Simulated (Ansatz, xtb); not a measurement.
# H2NOTe−: which of two conformers lies lower

Structure X: `N[Te][O-]`, a singlet. Structure Y: `N[Te][O-]`, a singlet. Both are isolated ions in the gas phase, relaxed with B3LYP-D3(BJ)/def2-SVPD.

X (Å):

```yaml
atoms:
  - { symbol: N, position_ang: [-0.9742, -1.3307, 0.7928] }
  - { symbol: O, position_ang: [-2.1975, 1.5293, 1.6688] }
  - { symbol: Te, position_ang: [-1.3305, -0.0056, 2.4471] }
  - { symbol: H, position_ang: [-1.8802, -1.5014, 0.3546] }
  - { symbol: H, position_ang: [-0.4275, -0.8050, 0.1097] }
```

Y (Å):

| atom | x (Å) | y (Å) | z (Å) |
| --- | --- | --- | --- |
| N | 0.1896 | -0.0374 | 1.1653 |
| O | 0.9595 | -0.2649 | -1.9367 |
| Te | -0.0237 | -1.2449 | -0.6134 |
| H | -0.7331 | 0.2386 | 1.4985 |
| H | 0.6312 | -0.5910 | 1.8981 |

Energies in hartree; the thermal terms are from B3LYP-D3(BJ)/def2-SVPD harmonic frequencies (ideal gas, rigid rotor, one conformer each, 298.15 K, 1 atm) and include the zero-point energy:

|  | X | Y |
| --- | --- | --- |
| E, CCSD(T)/def2-SVPD | −397.905413 | −397.899955 |
| E, MP2/def2-SVPD | −397.871736 | −397.865982 |
| E, MP2/def2-TZVPPD | −398.455549 | −398.449988 |
| zero-point energy | 0.026702 | 0.026281 |
| H(298 K) − E | 0.032073 | 0.031777 |
| G(298 K) − E | −0.001723 | −0.002231 |

Problem. Correct the CCSD(T) difference for the basis set by the MP2 change, then work out ΔE, ΔE₀, ΔH and ΔG for X → Y in kcal/mol (1 Eh = 627.51 kcal/mol) and the equilibrium ratio [Y]/[X].

Solution. 1. Differences Y − X: CCSD(T) +0.005458, MP2 in the small set +0.005754, MP2 in the large set +0.005561 Eh.
2. ΔE = +0.005458 + (+0.005561 − (+0.005754)) = +0.005265 Eh = +3.30 kcal/mol.
3. ΔE₀ = ΔE + ΔZPE = +0.005265 + (−0.000421) Eh = +3.04 kcal/mol.
4. ΔH = ΔE + (−0.000296) Eh = +3.12 kcal/mol.
5. ΔG = ΔE + (−0.000508) Eh = +2.99 kcal/mol, so ΔS = (ΔH − ΔG)/T = +1.9 J/(mol K).
6. kT = 0.9442 mEh, so K = [Y]/[X] = exp(−ΔG/kT) = exp(−5.04) ≈ 0.0065.

Structure X is favoured at this temperature. An error of 1 kcal/mol in ΔG would change K by a factor of 5.4. Large T1 diagnostics make the coupled-cluster value less sure. Mirror images and further conformers aren't counted.

Other levels gave ΔE = +3.4 (B3LYP-D3(BJ)/def2-SVPD); +3.7 (HF/def2-SVPD); +3.6 (MP2/def2-SVPD); +3.4 (CCSD(T)/def2-SVPD) kcal/mol. The correlated steps freeze 6 core orbitals; the filled d shell of Te is correlated, in a basis made for valence electrons. Atoms past krypton carry core potentials in the def2 sets, without spin–orbit terms. Programs: Ansatz 0.2.0.
